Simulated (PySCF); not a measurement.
**Vertical excitation energies**

Species: 2-ethoxyacetamide, C₄H₉NO₂.
Cartesian coordinates in Å at the PBE0-D3(BJ)/def2-SVP level; atoms count from 1:
```xyz
16
C4H9NO2 angstrom
C     -2.3750    0.0982    0.4411
C     -1.3109   -0.8397   -0.0732
O     -0.0645   -0.1984   -0.0058
C      1.0030   -0.9666   -0.4705
C      2.3176   -0.2079   -0.3793
N      2.2028    1.0387    0.1245
O      3.3559   -0.7208   -0.7413
H     -3.3651   -0.3776    0.3925
H     -2.4022    1.0184   -0.1610
H     -2.1742    0.3761    1.4863
H     -1.5270   -1.1381   -1.1192
H     -1.2898   -1.7730    0.5253
H      0.8694   -1.2628   -1.5296
H      1.1243   -1.9027    0.1095
H      1.2939    1.3835    0.4027
H      3.0323    1.6079    0.2187
```

Computed with PySCF, TDDFT B3LYP/def2-SVPD, vertical, gas phase, core orbitals frozen in the response.

```tsv
state	E (eV)	λ (nm)	f	|μ| (D)	symmetry	main configurations (H = HOMO, L = LUMO)
S1	5.74	215.9	0.0002	0.10	–	H→L+1 (97%)
S2	6.61	187.6	0.015	0.77	A′	H→L (84%), H→L+2 (11%)
S3	6.80	182.2	0.016	0.79	A″	H-1→L (89%)
S4	7.02	176.5	0.018	0.83	A′	H-1→L+1 (64%), H-2→L+1 (11%), H→L+3 (9%)
S5	7.17	172.9	0.0010	0.20	–	H-2→L (60%), H-1→L+2 (30%)
S6	7.20	172.2	0.0029	0.33	A′	H→L+2 (65%), H-2→L+1 (18%)
S7	7.35	168.7	0.020	0.85	A′	H→L+3 (76%), H-2→L+1 (8%)
S8	7.48	165.8	0.0004	0.12	–	H-1→L+2 (42%), H-2→L (32%), H-1→L+3 (17%)
S9	7.54	164.5	0.0076	0.52	A″	H-1→L+3 (71%), H-1→L+2 (20%)
S10	7.65	162.1	0.180	2.49	A′	H-2→L+1 (56%), H-1→L+1 (18%), H→L+3 (9%)
```

Triplets, Tamm–Dancoff:

| state | E (eV) | λ (nm) | main configurations (H = HOMO, L = LUMO) |
| --- | --- | --- | --- |
| T1 | 5.30 | 233.8 | H→L+1 (96%) |
| T2 | 5.55 | 223.5 | H-1→L+1 (76%), H-2→L+1 (18%) |
| T3 | 6.55 | 189.2 | H→L (83%), H→L+2 (16%) |
| T4 | 6.67 | 185.9 | H-1→L (82%), H-1→L+2 (10%) |

The lowest singlet lies at 5.74 eV (216 nm, ultraviolet) and is dark (f under 0.0005); its leading configuration is HOMO→LUMO+1 (97%). The most intense listed level is S10 at 7.65 eV (162 nm, f = 0.180), 1.91 eV above S1. It is the last of those listed, so stronger ones may follow. S1 has the pattern of n→π* at C=O. Of the 10 states listed, 5 reach f = 0.01 and 2 stay under 0.0005. The listed states span 1.91 eV, and the widest gap between neighbours is 0.87 eV (S1 to S2). Orbital energies (eV): HOMO-3 -9.57, HOMO-2 -7.96, HOMO-1 -7.47, HOMO -7.17, LUMO 0.22, LUMO+1 0.33, LUMO+2 0.75. The vertical ionisation energy (ΔSCF) is 9.61 eV, 1.97 eV above S10. Symmetry labels in Cs follow from the direction of the transition dipole and are given only for states with f of 0.002 or more. Only the lowest 10 singlets were computed, as vertical energies without vibronic structure.

One conformer stands for the species.
